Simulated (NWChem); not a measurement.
# Lowest excitation of CClF

```xyz
3

F      0.2527    -1.4738     0.0000
C     -0.6854    -0.5857     0.0000
Cl     0.1081     0.9870     0.0000
```
Charge 0, spin multiplicity 1.

Program: NWChem. Structure: optimised with B3LYP/def2-SVP, a minimum by its harmonic frequencies.

Basis set: aug-cc-pVDZ.

The correlated methods keep 7 core orbitals frozen. B3LYP has NWChem's definition, with VWN1-RPA local correlation. The structure started from a generated list of species. Coupled-cluster values serve here as a point of comparison, not as the truth.

**Question.** For the lowest vertical singlet excitation energy, CIS gives 3.71 eV and EOM-CCSD gives 3.64 eV. What do TD-B3LYP, TD-BHandHLYP, TD-PBE give?

**Answer.** TD-B3LYP: 3.39 eV; TD-BHandHLYP: 3.38 eV; TD-PBE: 3.38 eV.
